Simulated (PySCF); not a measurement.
# C₆ coefficients of unlike pairs at PBE0

Calculated with PySCF 2.14 from the dipole response of each species, C₆(A,B) = (3/π) ∫ α_A(iu) α_B(iu) du, in atomic units, from isotropic polarisabilities. For ions this is the dispersion term alone; charge-induced terms of lower order in 1/R come first.

| species | configuration | basis | relativity | α (bohr³) | C₆ (like pair) |
| --- | --- | --- | --- | --- | --- |
| Fe²⁺ | [Ar] 3d6 (5D) | aug-cc-pVTZ-DK (8s7p5d3f2g) | spin-free X2C | 3.739 | 10.89 |
| Cl⁺ | [Ne] 3s2 3p4 (3P) | aug-cc-pCVQZ-DK (10s9p7d5f3g) | spin-free X2C | 8.679 | 41.00 |
| Br³⁺ | [Ar] 3d10 4s2 4p2 (3P) | aug-cc-pwCVDZ-PP with ECP10MDF (6s5p4d1f) | core potential | 6.027 | 22.50 |
| Bi | [Xe] 4f14 5d10 6s2 6p3 (4S) | aug-cc-pVDZ-PP with ECP60MDF (5s4p3d) | core potential | 51.09 | 589.5 |

(1) Estimate C₆ for Bi with Fe²⁺.

No spin-orbit coupling is included, so Bi, close to jj coupling, stand for model states.

The other pairs:

```csv
pair,C₆
"Br³⁺, Cl⁺",30.27
"Cl⁺, Fe²⁺",20.39
"Bi, Br³⁺",103.9
"Bi, Cl⁺",144.1
"Br³⁺, Fe²⁺",15.36
```

Answers

(1) The integral gives 66.90. The combination rule 2 C_A C_B / (C_A α_B/α_A + C_B α_A/α_B) gives 66.89 and the geometric mean 80.11.
